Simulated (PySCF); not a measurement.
Geometries of 3 isomers of C3H10Si, from PBE0-D3(BJ)/def2-SVP geometry optimisation, gas phase in PySCF. One conformer each, no zero-point energy, no frequencies.

Question: Which is lowest in electronic energy at this level?
A.
```xyz
14
angstrom
C      0.112    1.715   -0.484
Si    -0.088    0.107    0.473
C     -1.545   -0.875   -0.204
C      1.490   -0.913    0.361
H     -0.795    2.336   -0.416
H      0.302    1.512   -1.550
H      0.956    2.308   -0.098
H     -0.352    0.432    1.915
H     -1.701   -1.803    0.368
H     -1.371   -1.151   -1.256
H     -2.476   -0.290   -0.158
H      1.711   -1.174   -0.687
H      2.354   -0.356    0.759
H      1.402   -1.850    0.932
```
B.
```xyz
14
angstrom
C     -0.529    1.313   -0.715
C     -0.215    0.148    0.222
C     -1.082   -1.073   -0.077
Si     1.628   -0.291    0.175
H     -1.597    1.585   -0.665
H     -0.310    1.053   -1.765
H      0.054    2.214   -0.469
H     -0.415    0.472    1.261
H     -2.155   -0.827    0.002
H     -0.909   -1.445   -1.101
H     -0.882   -1.906    0.616
H      1.938   -1.385    1.149
H      2.467    0.901    0.514
H      2.008   -0.760   -1.196
```
C.
```xyz
14
angstrom
Si     0.459    0.710    0.337
H      0.514    0.699    1.836
H      1.875    0.723   -0.156
C     -0.438    2.253   -0.257
H     -1.476    2.269    0.111
H     -0.465    2.292   -1.357
H      0.063    3.165    0.103
C     -0.397   -0.862   -0.264
C      0.299   -2.155    0.150
H     -0.481   -0.801   -1.364
H     -1.434   -0.843    0.115
H     -0.232   -3.046   -0.221
H      1.329   -2.202   -0.238
H      0.363   -2.246    1.246
```

Answer: A. That is trimethylsilane, `C[SiH](C)C`, 11.1 kcal/mol below the next.

```json
{"SMILES": "C[SiH](C)C", "atoms numbered as above": "[CH3:1][SiH:2]([CH3:3])[CH3:4]", "E (Eh)": "-409.41461", "relative (kcal/mol)": "0.0", "relative (kJ/mol)": "0.0", "dipole (D)": "0.61"}
{"SMILES": "[H][Si]([H])(C)CC", "atoms numbered as above": "–", "E (Eh)": "-409.39684", "relative (kcal/mol)": "11.1", "relative (kJ/mol)": "46.7", "dipole (D)": "0.83"}
{"SMILES": "CC(C)[SiH3]", "atoms numbered as above": "[CH3:1][CH:2]([CH3:3])[SiH3:4]", "E (Eh)": "-409.38235", "relative (kcal/mol)": "20.2", "relative (kJ/mol)": "84.7", "dipole (D)": "0.86"}
```
